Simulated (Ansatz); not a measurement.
Basis-set extrapolation for `Cl[SiH2]S[SiH2]Cl` (PBE0-D4/def2-TZVP geometry, frozen core, the Gaussian-basis code of Ansatz). Multiplicity 1, RHF reference.

```json
{"": "HF", "def2-TZVPP": "-1896.949773", "def2-QZVPP": "-1897.004542"}
{"": "MP2 correlation", "def2-TZVPP": "-0.796113", "def2-QZVPP": "-0.871720"}
{"": "CCSD(T) correlation", "def2-TZVPP": "-0.905942", "def2-QZVPP": "not run"}
```

Energies in hartree. Use E(X) = E(∞) + A·exp(−7.88·√X) for Hartree–Fock and E(X) = E(∞) + B·X^(−2.97) for correlation, with X = 3 and 4, and add CCSD(T) minus MP2 of the smaller set to the MP2 limit.

**Question.** What is the CCSD(T) energy at the basis-set limit?

**Answer.** HF limit: -1897.004542 + (-0.054769) × 0.13774 = -1897.01209. MP2 limit: -0.871720 + (-0.075607) × 0.74074 = -0.92773. Higher-order term: -0.905942 − (-0.796113) = -0.10983. Total: -1898.04965 hartree, 5.28 eV below CCSD(T)/def2-TZVPP.
